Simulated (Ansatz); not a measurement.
H6O2SiSn can be A, `O[SiH2][SnH2][OH]`, or B, `[OH][SnH2][O][SiH3]`.

Program: Ansatz. Geometries: PBE0-D4/def2-TZVP. ΔE: electronic, gas phase. CBS: MP2 limit from def2 TZ/QZ plus the TZ coupled-cluster correction, frozen cores. DFT in def2-TZVPP. B3LYP here is the variant with VWN-RPA as its local correlation; programs differ in this. def2 core potentials past Kr. For Sn outer-core shells are correlated without core-valence functions, which leaves a few kJ/mol of doubt a bond. Each species was taken in one conformer, which may not be the lowest.

(1) Which isomer does CCSD(T)/CBS put lower? Give the gap. (Estimate.)

(2) Give E(B) − E(A) in kJ/mol with B3LYP-D4, HF/def2-TZVPP, ωB97M-V, CCSD/def2-TZVPP, BLYP-D4, PBE-D4, CCSD(T)/def2-SVP. (Estimate.)

(3) Does the order hold for the free energy at 298.15 K (harmonic terms from PBE0-D4)? (Estimate.)

Largest T1 diagnostic: 0.014.

Results:

(1) Computed: B, by 38.0 kJ/mol.

(2) Ansatz gave: B3LYP-D4 -32.1, HF/def2-TZVPP -53.8, ωB97M-V -34.0, CCSD/def2-TZVPP -39.7, BLYP-D4 -30.3, PBE-D4 -15.2, CCSD(T)/def2-SVP -47.3. None reverses the order clearly.

(3) Ansatz gave: Yes: G(B) − G(A) = -43.2 kJ/mol, for one conformer each. Modes under 60 cm⁻¹, often nearly free rotors, make the harmonic entropy too high.

At CCSD(T), def2-SVP lies −9.4 kJ/mol from the extrapolated value and def2-TZVPP −1.2 kJ/mol. From PBE to PBE0 (25 % exact exchange), in def2-TZVPP and without D4, E(B) − E(A) moves by −4.1 kJ/mol.
